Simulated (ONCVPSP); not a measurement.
# Before and after: ONCV potential for phosphorus (P)

```json
{"Element": "P", "Generator": "ONCVPSP 4.0.1", "Type": "optimised norm-conserving Vanderbilt (ONCV)", "Functional": "PBEsol", "Relativity": "scalar-relativistic", "Frozen core": "[Ne]", "Valence charge": "5", "Reference configuration": "3s2 3p2 (charge +1)", "Partial waves": "3s: rc 1.40 bohr, ncon 3, nbas 6, qcut 4 1/bohr, 1 projector; 3p: rc 1.40 bohr, ncon 3, nbas 8, qcut 6.8 1/bohr, 1 projector", "Local potential": "polynomial inside 0.90 bohr (lpopt 5, dvloc0 4 Ha)", "Core correction": "none"}
```

All-electron outer shells of the reference configuration (PBEsol, scalar-relativistic, ld1.x):

```
shell  level (eV)  outermost node (bohr)  outermost maximum (bohr)
   2s     -184.19                   0.14                      0.42
   2p     -134.97                      –                      0.36
   3s      -23.23                   0.65                      1.56
   3p      -14.18                   0.64                      1.76
```

Change: local potential polynomial inside 0.90 bohr (lpopt 5, dvloc0 6 Ha).

Cutoffs: the cutoffs (Ha) at which the residual kinetic energy of the hardest occupied pseudo-wave falls to 1 and 0.1 mHa per electron; they do not see the model core or the augmentation charge, which bear on the density cutoff. Errors are all-electron minus pseudo energies relative to the spin-unpolarised reference configuration.

**Question.** How do hardness, ghosts and transferability respond?

**Answer.** The potential gets neither clearly harder nor softer (17 Ha and 41 Ha → 17 Ha and 41 Ha); the lowest positive-energy flag moves from s at 32.9 eV to none; the errors of the 4 common tests hardly move; neither file shows a bound ghost.

| quantity | base | changed |
| --- | --- | --- |
| cutoff, loose | 17 Ha | 17 Ha |
| cutoff, tight | 41 Ha | 41 Ha |
| bound ghosts | none | none |
| GHOST(+) flags under 300 eV | s at 32.9 eV | none |
| error for 3s2 3p3, meV [ΔE -9.70 eV] | +5.6 | +5.1 |
| error for 3s2 3p1, meV [ΔE 19.11 eV] | +11 | +9.5 |
| error for 3s2 3p0, meV [ΔE 48.82 eV] | +75 | +64 |
| error for 3s0 3p5, meV [ΔE 7.45 eV] | +2.1 | +2.0 |
| s: phases at 1.42 bohr within 0.05 rad from the reference energy up to (Ha; the scan ends near 5) | 0.3 | 0.6 |
| p: phases at 1.42 bohr within 0.05 rad from the reference energy up to (Ha; the scan ends near 5) | 1.5 | 1.7 |
